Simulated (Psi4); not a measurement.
Psi4 input (wB97X-D/6-311+G**):

```
memory 1500 MB

molecule {
-1 1
C    -0.43645437    0.17143429    0.12164125
N     0.67544959   -0.26530887   -0.18824998
H    -1.41011651   -0.44169056    0.22509177
H    -0.69930434    1.27024694    0.36281065
symmetry c1
no_reorient
no_com
}

set {
  basis 6-311+G**
  reference rks
  scf_type pk
  dft_radial_points 99
  dft_spherical_points 590
  e_convergence 1e-8
  d_convergence 1e-7
  maxiter 150
}

e = energy('wb97x-d')
print_out(f'\nFINAL {e:.10f} DIPOLE {variable("CURRENT DIPOLE")[0]:.6f} {variable("CURRENT DIPOLE")[1]:.6f} {variable("CURRENT DIPOLE")[2]:.6f}\n')
```

Output:

```
   => Loading Basis Set <=

    Name: 6-311+G**
    Role: ORBITAL
    Keyword: BASIS
    atoms 1   entry C          line   129 file 6-311pgss.gbs
    atoms 2   entry N          line   150 file 6-311pgss.gbs
    atoms 3-4 entry H          line    42 file 6-311pgss.gbs

   => WB97X-D: Empirical Dispersion <=

    Chai and Head-Gordon Dispersion Correction
    Chai, J.-D.; Head-Gordon, M. (2010), J. Chem. Phys., 132: 6615-6620

        s6 =       1.000000

         ---------------------------------------------------------
                                   SCF
               by Justin Turney, Rob Parrish, Andy Simmonett
                          and Daniel G. A. Smith
                              RKS Reference
         ---------------------------------------------------------

  ==> Geometry <==

    Molecular point group: c1
    Full point group: C1

    Geometry (in Angstrom), charge = -1, multiplicity = 1:

       Center              X                  Y                   Z               Mass
    ------------   -----------------  -----------------  -----------------  -----------------
         C           -0.436454370000     0.171434290000     0.121641250000    12.000000000000
         N            0.675449590000    -0.265308870000    -0.188249980000    14.003074004430
         H           -1.410116510000    -0.441690560000     0.225091770000     1.007825032230
         H           -0.699304340000     1.270246940000     0.362810650000     1.007825032230

  Running in c1 symmetry.

  Rotational constants: A =      9.68277  B =      1.25344  C =      1.10978 [cm^-1]
  Rotational constants: A = 290282.08418  B =  37577.32480  C =  33270.43197 [MHz]
  Nuclear repulsion =   27.262742931897119

  Charge       = -1
  Multiplicity = 1
  Electrons    = 16
  Nalpha       = 8
  Nbeta        = 8

  ==> Algorithm <==

  SCF Algorithm Type is PK.
  DIIS enabled.
  MOM disabled.
  Fractional occupation disabled.
  Guess Type is SAD.
  Energy threshold   = 1.00e-08
  Density threshold  = 1.00e-07
  Integral threshold = 1.00e-12

  ==> Primary Basis <==

  Basis Set: 6-311+G**
    Blend: 6-311+G**
    Number of shells: 28
    Number of basis functions: 56
    Number of Cartesian functions: 58
    Spherical Harmonics?: true
    Max angular momentum: 2

  ==> DFT Potential <==

   => LibXC <=

    Version 7.1.2
    S. Lehtola, C. Steigemann, M. J. T. Oliveira, and M. A. L. Marques,  SoftwareX 7, 1–5 (2018) (10.1016/j.softx.2017.11.002)

   => Composite Functional: WB97X-D <=

    wB97X-D Hyb-GGA Exchange-Correlation Functional

    J.-D. Chai and M. Head-Gordon,  Phys. Chem. Chem. Phys. 10, 6615–6620 (2008) (10.1039/B810189B)

    Deriv               =              1
    GGA                 =           TRUE
    Meta                =          FALSE

    Exchange Hybrid     =           TRUE
    MP2 Hybrid          =          FALSE

   => Exchange-Correlation Functionals <=

    1.0000   wB97X-D range-separated functional

   => Exact (HF) Exchange <=

    0.7780            HF,LR [omega = 0.2000]
    0.2220               HF

   => LibXC Density Thresholds  <==

    XC_HYB_GGA_XC_WB97X_D:  1.00E-14

   => Molecular Quadrature <=

    Radial Scheme          =       TREUTLER
    Pruning Scheme         =           NONE
    Nuclear Scheme         =       TREUTLER

    Blocking Scheme        =         OCTREE
    BS radius alpha        =              1
    Pruning alpha          =              1
    Radial Points          =             99
    Spherical Points       =            590
    Total Points           =         227640
    Total Blocks           =           1697
    Max Points             =            256
    Max Functions          =             56
    Weights Tolerance      =       1.00E-15

  ==> Integral Setup <==

  Using in-core PK algorithm.
   Calculation information:
      Number of atoms:                   4
      Number of AO shells:              28
      Number of primitives:             50
      Number of atomic orbitals:        58
      Number of basis functions:        56

      Integral cutoff                 1.00e-12
      Number of threads:                 1

  Performing in-core PK
  Using 3823218 doubles for integral storage.
  We computed 82601 shell quartets total.
  Whereas there are 82621 unique shell quartets.

  Computing range-separated integrals for PK
  We computed 82601 wK shell quartets total.
  Whereas there are 82621 wK unique shell quartets.

  ==> DiskJK: Disk-Based J/K Matrices <==

    J tasked:                  Yes
    K tasked:                  Yes
    wK tasked:                 Yes
    Omega:               2.000E-01
    Schwarz Cutoff:          1E-12


  Cached 100.0% of DFT collocation blocks in 0.339 [GiB].

  Minimum eigenvalue in the overlap matrix is 3.2326312341E-03.
  Reciprocal condition number of the overlap matrix is 5.2195311348E-04.
    Using symmetric orthogonalization.

  ==> Pre-Iterations <==

  SCF Guess: Superposition of Atomic Densities via on-the-fly atomic UHF (no occupation information).

   -------------------------
    Irrep   Nso     Nmo
   -------------------------
     A         56      56
   -------------------------
    Total      56      56
   -------------------------

  ==> Iterations <==

                        Total Energy        Delta E     RMS |[F,P]|

   @RKS iter SAD:   -93.19428917751669   -9.31943e+01   0.00000e+00
   @RKS iter   1:   -93.66292654533761   -4.68637e-01   1.40817e-02 ADIIS/DIIS
   @RKS iter   2:   -92.24859197481993    1.41433e+00   2.50605e-02 ADIIS/DIIS
   @RKS iter   3:   -93.95826383136675   -1.70967e+00   3.60468e-03 ADIIS/DIIS
   @RKS iter   4:   -93.98095807008890   -2.26942e-02   1.68305e-03 ADIIS/DIIS
   @RKS iter   5:   -93.98569255995675   -4.73449e-03   3.75783e-04 ADIIS/DIIS
   @RKS iter   6:   -93.98601119968275   -3.18640e-04   1.49280e-04 ADIIS/DIIS
   @RKS iter   7:   -93.98605990201861   -4.87023e-05   4.64249e-05 DIIS
   @RKS iter   8:   -93.98606675952431   -6.85751e-06   8.36122e-06 DIIS
   @RKS iter   9:   -93.98606757272637   -8.13202e-07   3.03670e-06 DIIS
   @RKS iter  10:   -93.98606767807388   -1.05348e-07   1.14862e-06 DIIS
   @RKS iter  11:   -93.98606768509279   -7.01891e-09   2.15520e-07 DIIS
   @RKS iter  12:   -93.98606768526282   -1.70033e-10   2.89099e-08 DIIS
  Energy and wave function converged.

  ==> Post-Iterations <==

   Electrons on quadrature grid:
      Ntotal   =   15.9999999670 ; deviation = -3.304e-08

    Orbital Energies [Eh]
    ---------------------

    Doubly Occupied:

       1A    -14.126554     2A    -10.070135     3A     -0.698739
       4A     -0.414550     5A     -0.270663     6A     -0.169252
       7A     -0.146779     8A     -0.007594

    Virtual:

       9A      0.227413    10A      0.249811    11A      0.251256
      12A      0.256275    13A      0.333195    14A      0.382427
      15A      0.401201    16A      0.414837    17A      0.434625
      18A      0.465823    19A      0.502917    20A      0.638058
      21A      0.763121    22A      0.769855    23A      0.834215
      24A      0.925719    25A      0.940750    26A      1.069738
      27A      1.175741    28A      1.191593    29A      1.234745
      30A      1.371701    31A      1.507565    32A      1.570837
      33A      1.731079    34A      1.799265    35A      1.882366
      36A      2.005702    37A      2.064803    38A      2.090688
      39A      2.379586    40A      2.513458    41A      2.565598
      42A      2.599335    43A      2.754667    44A      2.806421
      45A      2.860089    46A      2.963522    47A      3.185848
      48A      3.239547    49A      3.306200    50A      3.902364
      51A      3.910268    52A      4.278892    53A      4.350612
      54A      4.912480    55A     24.313707    56A     36.036955

    Final Occupation by Irrep:
              A
    DOCC [     8 ]
    NA   [     8 ]
    NB   [     8 ]

  @RKS Final Energy:   -93.98606768526282

   => Energetics <=

    Nuclear Repulsion Energy =             27.2627429318971188
    One-Electron Energy =                -184.5702813948596201
    Two-Electron Energy =                  72.3533026718783105
    DFT Exchange-Correlation Energy =      -9.0316128551985404
    Empirical Dispersion Energy =          -0.0002190389800957
    VV10 Nonlocal Energy =                  0.0000000000000000
    Total Energy =                        -93.9860676852628245

Computation Completed

Properties will be evaluated at   0.000000,   0.000000,   0.000000 [a0]

Properties computed using the SCF density matrix

 Multipole Moments:

 ------------------------------------------------------------------------------------
     Multipole            Electronic (a.u.)      Nuclear  (a.u.)        Total (a.u.)
 ------------------------------------------------------------------------------------

 L = 1.  Multiply by 2.5417464519 to convert [e a0] to [Debye]
 Dipole X            :         -0.8605318            0.0000001           -0.8605317
 Dipole Y            :          0.3380070            0.0000001            0.3380070
 Dipole Z            :          0.2398328            0.0000001            0.2398330
 Magnitude           :                                                    0.9551352

 ------------------------------------------------------------------------------------

FINAL -93.9860676853 DIPOLE -0.860532 0.338007 0.239833

*** Psi4 exiting successfully. Buy a developer a beer!
```

The dipole moment of an ion depends on the origin.

The geometry given is a B3LYP-D3(BJ)/def2-TZVP minimum.
